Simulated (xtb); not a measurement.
chloro(silylmethyl)silane (CH7ClSi2), SMILES [SiH3]C[SiH2]Cl. All values are semi-empirical tight-binding results from xtb (GFN2-xTB unless named), good for trends rather than for accurate numbers. Coordinates come from a GFN2-xTB optimisation. Other conformers were not sampled.

Optimised geometry:

Bonds (Å): Si1–C2 1.906, Si1–H5 1.462, Si1–H6 1.465, Si1–H7 1.466, C2–Si3 1.896, C2–H8 1.091, C2–H9 1.090, Si3–Cl4 2.019, Si3–H10 1.461, Si3–H11 1.464. Bond angles (°): C2–Si1–H5 110.3, C2–Si1–H6 109.0, C2–Si1–H7 108.5, H5–Si1–H6 110.1, H5–Si1–H7 109.5, H6–Si1–H7 109.4, Si1–C2–Si3 116.1, Si1–C2–H8 108.4, Si1–C2–H9 108.5, Si3–C2–H8 109.0, Si3–C2–H9 108.3, H8–C2–H9 106.0, C2–Si3–Cl4 109.2, C2–Si3–H10 111.3, C2–Si3–H11 111.0, Cl4–Si3–H10 107.8, Cl4–Si3–H11 107.2, H10–Si3–H11 110.2.
Charge 0, spin multiplicity 1.

| Item | Result |
|---|---|
| orbital gap | 5.61 eV |
| dipole moment | 2.03 D |
| zero-point energy | 42.8 kcal/mol |
| G − E(el) at 298.15 K (modified RRHO) | 22.7 kcal/mol |
| static polarisability (D4 model) | 84.7 bohr³ |
| solvation energy, GFN2-xTB/ALPB(water) | 0.1 kcal/mol |
| solvation energy, GFN2-xTB/ALPB(acetonitrile) | -2.3 kcal/mol |

Computed atomic charges and the Wiberg bond orders between heavy atoms:
charges (e) Si1 0.45, C2 -0.25, Si3 0.49, Cl4 -0.27, H5 -0.10, H6 -0.11, H7 -0.10, H8 0.02, H9 0.01, H10 -0.08, H11 -0.08. Bond orders Si1–C2 0.90, C2–Si3 0.93, Si3–Cl4 1.08.
